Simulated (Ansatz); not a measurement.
Total energies of Cl₂FHSSn, SMILES `[F][Sn]([SH])([Cl])[Cl]`.

```json
{"atom": "F1", "x (Å)": "1.940", "y (Å)": "-0.671", "z (Å)": "0.089"}
{"atom": "Sn2", "x (Å)": "0.054", "y (Å)": "-0.437", "z (Å)": "0.077"}
{"atom": "S3", "x (Å)": "-0.563", "y (Å)": "1.354", "z (Å)": "-1.327"}
{"atom": "Cl4", "x (Å)": "-0.824", "y (Å)": "-2.406", "z (Å)": "-0.689"}
{"atom": "Cl5", "x (Å)": "-0.485", "y (Å)": "-0.094", "z (Å)": "2.280"}
{"atom": "H6", "x (Å)": "-0.122", "y (Å)": "2.254", "z (Å)": "-0.429"}
```

The species carries charge 0 and has multiplicity 1. Correlated methods include outer-core shells of Sn, which these sets cover unevenly. Sn takes the def2 core potential. The structure was optimised at the PBE0-D4/def2-TZVP level. It is one conformer, not always the lowest. Basis def2-TZVPP, Ansatz 0.2.0.

RPA on PBE orbitals: Hartree–Fock energy of these orbitals -1630.07013 Eh, correlation -1.71035 Eh (frozen core).

```tsv
functional	energy without D4 (Eh)	D4 term (kJ/mol)
r2SCANh	-1633.51452	-5.7
BHLYP	-1633.46991	-34.3
```

**Question.** Give the same for LDA (SPW92), PBE, revPBE, BLYP, r2SCAN, B97M-V, PBE0, B3LYP, r2SCAN0, HSE06 (plane-wave form), CAM-B3LYP, LC-ωPBE, ωB97X-V, ωB97M-V, B2PLYP, PBE-QIDH. (An estimate is asked.)

**Answer.** Computed: 
| functional | energy without D4 (Eh) | D4 term (kJ/mol) |
| --- | --- | --- |
| LDA (SPW92) | -1628.26847 | – |
| PBE | -1632.93831 | -22.1 |
| revPBE | -1633.34680 | -48.3 |
| BLYP | -1633.51084 | -45.5 |
| r2SCAN | -1633.53755 | -5.1 |
| B97M-V | -1633.21077 | – |
| PBE0 | -1633.05053 | -19.2 |
| B3LYP | -1633.69498 | -36.2 |
| r2SCAN0 | -1633.48165 | -6.4 |
| HSE06 (plane-wave form) | -1633.02257 | -18.4 |
| CAM-B3LYP | -1633.57873 | -20.3 |
| LC-ωPBE | -1633.19372 | – |
| ωB97X-V | -1633.33170 | – |
| ωB97M-V | -1633.44686 | – |
| B2PLYP | -1632.93474 | – |
| PBE-QIDH | -1632.59267 | – |

B3LYP takes the VWN-RPA correlation (the form of Gaussian; ORCA's B3LYP/G). HSE06 is the plane-wave form, built on full-range PBE exchange. The double hybrids freeze the cores in their second-order part.

LC-ωPBE has ω = 0.4 bohr⁻¹.
